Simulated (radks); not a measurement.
The numbers below are computed, except where a source is named.
Numerical settings for the tantalum ion Ta8+, [Kr] 4d10 4f13 5s2 5p4. Code: a radial shooting solver on a logarithmic mesh with Libxc functionals. Model: scalar-relativistic Kohn-Sham, PBE, spin-unpolarised, spherical densities, point nucleus. The defaults (mesh step 0.008 in ln r, mesh end at 40 bohr or more with all orbitals vanishing there, Anderson mixing 0.5 over 9 steps, residual threshold near 1e-9 with the energy settled to 1e-9 hartree or 1e-11 of itself, here a cap of 62 iterations) give E = -15586.5436 hartree and 4f at -149.90 eV in 15 iterations. Times are rough (one thread of a shared host). Changes against that run (0 stands for a change within the tolerance of the run):

mesh step in ln r 0.005: iterations 15; converged yes; E (mhartree) 0; e(4f) (meV) 0; CPU (s) 0.29
mesh step in ln r 0.08: iterations 4; converged no; E (mhartree) diverged; CPU (s) 0.01
mesh step in ln r 0.05: iterations 15; converged yes; E (mhartree) -0.0386; e(4f) (meV) -0.0701; CPU (s) 0.05
mesh end (bohr) 1: iterations 14; converged level above zero; E (mhartree) +1.06e+05; e(4f) (meV) +1.88e+05; CPU (s) 0.13
mesh end (bohr) 8: iterations 15; converged yes; E (mhartree) 0; e(4f) (meV) 0; CPU (s) 0.19
residual threshold 0.001: iterations 11; converged yes; E (mhartree) 0; e(4f) (meV) +0.692; CPU (s) 0.16
residual threshold 0.1: iterations 11; converged yes; E (mhartree) 0; e(4f) (meV) +0.692; CPU (s) 0.16
mixing 0.01: iterations 21; converged yes; E (mhartree) 0; e(4f) (meV) 0; CPU (s) 0.26
linear mixing, mixing 1: iterations 62; converged no; E (mhartree) +2.2e+05; e(4f) (meV) +8.82e+04; CPU (s) 1.3
linear mixing, mixing 0.2: iterations 62; converged no; E (mhartree) 0; e(4f) (meV) -0.0253; CPU (s) 0.63
mixing history 2: iterations 19; converged yes; E (mhartree) 0; e(4f) (meV) 0; CPU (s) 0.22
iteration cap 8: iterations 8; converged no; E (mhartree) +0.00378; e(4f) (meV) +7.4; CPU (s) 0.11

Settled on a wrong energy, with an occupied level pushed above zero by the early mesh end: mesh end (bohr) 1 (+106 hartree). Apart from these: no run marked as converged misses the energy by more than 1 mhartree. A mesh that ends early acts as a hard wall.
